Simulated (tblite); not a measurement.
Species: C₅H₁₁GaGe.
Numbering: `[GaH2:1][CH2:2][Ge@H:3]1[CH:4]=[CH:5][CH2:6][CH2:7]1` (hydrogens: H8, H9 on Ga1; H10, H11 on C2; H12 on Ge3; H13 on C4; H14 on C5; H15, H16 on C6; H17, H18 on C7)

Computed with GFN2-xTB (tblite), gas phase: L-BFGS steps from a force-field or distance-geometry start until the largest atomic force falls under 0.01 eV/Å.

At the end of the run (lengths in Å): Ga1–H9 1.567, C2–Ge3 1.987, Ga1–C2 2.039, C5–C6 1.500, Ge3–C7 1.986, C6–H15 1.093, Ge3–C4 1.968, Ga1–C2–Ge3 95.6°, C2–Ge3–C4 99.9°, Ge3–C7–C6 102.7°, C2–Ge3–C7 112.4°, Ga1–C2–Ge3–C4 -14°, C2–Ge3–C4–C5 91°, Ge3–C4–C5–C6 6°, H17–C7–Ge3–C2 173°, H15–C6–C7–Ge3 -156°.

Task: These geometries were met on the way; a selection of coordinates is given. Order them by energy above the end point, lowest first.
A. Ga1–H9 1.575, C2–Ge3 1.979, Ga1–C2 2.024, C5–C6 1.506, Ge3–C7 1.992, C6–H15 1.094, Ge3–C4 1.952, Ga1–C2–Ge3 120.7°, C2–Ge3–C4 120.6°, Ge3–C7–C6 97.7°, C2–Ge3–C7 116.9°, Ga1–C2–Ge3–C4 46°, C2–Ge3–C4–C5 141°, Ge3–C4–C5–C6 3°, H17–C7–Ge3–C2 80°, H15–C6–C7–Ge3 -70°
B. Ga1–H9 1.581, C2–Ge3 1.999, Ga1–C2 2.011, C5–C6 1.503, Ge3–C7 1.993, C6–H15 1.095, Ge3–C4 1.953, Ga1–C2–Ge3 110.8°, C2–Ge3–C4 120.0°, Ge3–C7–C6 104.5°, C2–Ge3–C7 116.9°, Ga1–C2–Ge3–C4 55°, C2–Ge3–C4–C5 133°, Ge3–C4–C5–C6 -1°, H17–C7–Ge3–C2 95°, H15–C6–C7–Ge3 -96°
C. Ga1–H9 1.579, C2–Ge3 1.989, Ga1–C2 2.031, C5–C6 1.500, Ge3–C7 1.993, C6–H15 1.097, Ge3–C4 1.955, Ga1–C2–Ge3 99.4°, C2–Ge3–C4 108.9°, Ge3–C7–C6 105.6°, C2–Ge3–C7 114.7°, Ga1–C2–Ge3–C4 -3°, C2–Ge3–C4–C5 121°, Ge3–C4–C5–C6 6°, H17–C7–Ge3–C2 114°, H15–C6–C7–Ge3 -99°
D. Ga1–H9 1.608, C2–Ge3 1.973, Ga1–C2 1.945, C5–C6 1.531, Ge3–C7 1.940, C6–H15 1.080, Ge3–C4 1.928, Ga1–C2–Ge3 120.4°, C2–Ge3–C4 115.7°, Ge3–C7–C6 96.0°, C2–Ge3–C7 116.6°, Ga1–C2–Ge3–C4 54°, C2–Ge3–C4–C5 142°, Ge3–C4–C5–C6 4°, H17–C7–Ge3–C2 86°, H15–C6–C7–Ge3 -65°
E. Ga1–H9 1.675, C2–Ge3 1.890, Ga1–C2 2.084, C5–C6 1.448, Ge3–C7 1.998, C6–H15 1.134, Ge3–C4 1.964, Ga1–C2–Ge3 118.1°, C2–Ge3–C4 113.7°, Ge3–C7–C6 92.0°, C2–Ge3–C7 113.1°, Ga1–C2–Ge3–C4 62°, C2–Ge3–C4–C5 141°, Ge3–C4–C5–C6 -1°, H17–C7–Ge3–C2 92°, H15–C6–C7–Ge3 -66°

Result: C (0.209 eV), B (0.338 eV), A (0.544 eV), D (0.903 eV), E (1.479 eV).

| step | E above end (eV) | rms distance from the end, all atoms (Å) | largest force (eV/Å) | rms shift of all bonds from the end (Å) |
| --- | --- | --- | --- | --- |
| 169 | 0.209 | 0.792 | 0.184 | 0.008 |
| 47 | 0.338 | 1.568 | 0.113 | 0.010 |
| 9 | 0.544 | 1.706 | 0.474 | 0.009 |
| 3 | 0.903 | 1.698 | 1.056 | 0.031 |
| 0 | 1.479 | 1.700 | 2.731 | 0.041 |

Rows stand in the order of the answer.
